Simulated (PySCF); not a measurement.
These are PBE-D3(BJ)/def2-TZVP // PBE0-D4/def2-SVP (PySCF) values and carry that method's errors. Gas-phase values, no solvent. One relaxed conformer stands for a flexible species; it need not be the lowest. Excitations are Tamm–Dancoff values on a coarser integration grid. The basis has no diffuse functions, so Rydberg states are missing or too high.

Reference species (SMILES): `C[O][Sn]([NH2])([NH2])[NH2]` (neutral, multiplicity 1).

```yaml
brightest of the four lowest singlets (TDA): 4.97 eV
LUMO: -1.57 eV
```

Changed species: `[NH2][Sn]([NH2])([NH2])[NH2]` (0 of 4 NH2 replaced by OCH3; the reference has 1 of 4 NH2 replaced by OCH3).

Problem. What does the change do to the brightest of the four lowest singlets (TDA) and LUMO?

Solution. the brightest of the four lowest singlets (TDA) drops by 0.07 eV, to 4.90 eV; the LUMO rises by 0.27 eV, to -1.30 eV.
